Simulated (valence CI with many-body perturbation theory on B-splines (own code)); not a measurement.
## Os IV: calculated level list

Calculated by configuration interaction combined with many-body perturbation theory (CI+MBPT): five valence electrons over a frozen Dirac-Fock core [Xe] 4f14, a basis of 7 s, 7 p, 8 d, 6 f, 4 g, 1 h functions for each j, with the one-electron correlation potential Σ1 (screened to all orders), the two-electron term Σ2, the three-electron term Σ3, Breit, model QED; selected single and double excitations, second order for the rest, scaled by the run's own slope (own B-spline code, finite nucleus).

No measured levels were compared; by estimate terms of the open shell hold to 2 to 4 % of their energy, and close levels can change places; different configurations can be misplaced against each other by 1,000 to 8,000 cm⁻¹. Core correlation moves these levels by up to 13000 cm⁻¹, and in measured spectra 5 to 20 % of such shifts remained as error; rates that hang on mixing are uncertain with them. Among the levels kept, up to 1600 cm⁻¹ of a level comes from second order outside the variational space, and about a tenth of that is noise between levels of different J, which matters for small intervals. Only levels of the ground parity were solved; by the run's estimate the other parity begins above the list, which can be wrong where configurations are misplaced.

Levels 46 to 52 of 52, with energies above the lowest level, (5d3/2^3 5d5/2^2) J=5/2 [a]. "Leading %" is the weight of the configuration and term that name the level; weights of strongly mixed levels are sums over their largest components and can fall short. In the jj column 3d3/2^4 stands for four electrons in 3d with j = 3/2. Lifetimes count E1, E2, E3, M1 and M2 decay at the calculated energies, and are blank where another channel may lead or the interval is too uncertain; long ones can be off by a factor of two.

| No. | Configuration | Term | J | E (eV) | Leading % | Leading jj | Lifetime |
| --- | --- | --- | --- | --- | --- | --- | --- |
| 46 | 5d5 | 2P | 1/2 | 8.638 | 76 | 5d3/2 5d5/2^4 (37 %) | 11.2 ms |
| 47 | 5d4.6s | 4H | 11/2 | 8.695 | 75 | 5d3/2^2 5d5/2^2 6s (93 %) | 8.95 ms |
| 48 | 5d4.6s | 4D | 7/2 | 8.791 | 30 | 5d3/2^2 5d5/2^2 6s (84 %) |  |
| 49 | 5d4.6s | 4F | 3/2 | 8.803 | 63 | 5d3/2^2 5d5/2^2 6s (59 %) |  |
| 50 | 5d4.6s | 4D | 5/2 | 8.812 | 37 | 5d3/2^2 5d5/2^2 6s (54 %) | 4.67 ms |
| 51 | 5d4.6s | 4P | 3/2 | 8.925 | 49 | 5d3/2^2 5d5/2^2 6s (74 %) |  |
| 52 | 5d4.6s | 4D | 7/2 | 8.954 | 34 | 5d3/2^3 5d5/2 6s (42 %) |  |

Where two levels of one J and parity lie close, their mixing, g and order are uncertain.
